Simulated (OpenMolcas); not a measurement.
An OpenMolcas run meant for Rh2+ (ANO-R0, X2C; inactive shells 1s 2s 2p 3s 3p 3d 4s 4p; intended active space 7 electrons in 5 orbitals (4d)). One step of its input:

```
&RASSCF
FileOrb=start.orb
Symmetry=1
Spin=4
nActEl=7 0 0
Inactive=9 9
Ras2=5 0
CIRoot=15 15 1
SDav=10
CIMx=300
Iter=99 100
PrWF=0.3
OrbListing=Nothing
MaxOrb=0
Atom
>>> COPY $Project.JobIph JOB001
```

Lines from the output:

```
...
      Number of secondary orbitals               1
      Spin quantum number                      1.5
      State symmetry                             1
Orbital specifications:
      -----------------------

      Symmetry species                           1   2
                                                ag  au
      Frozen orbitals                            0   0
      Inactive orbitals                          9   9
      Active orbitals                            5   0
      RAS1 orbitals                              0   0
      RAS2 orbitals                              5   0
      RAS3 orbitals                              0   0
      Secondary orbitals                         1   0
      Deleted orbitals                           0   0
      Number of basis functions                 15   9
      Number of CSFs                            10
      Number of root(s) required                15
 ************ ERROR ***********
  You can't ask for more roots
  than there are configurations
 ******************************
--- Stop Module: rasscf at  /rc=_RC_INPUT_ERROR_ ---
.####################.
.# User input error #.
.####################.
```

Q: What is wrong with the input?

A: CIRoot asks for more roots than the active space has configuration state functions.
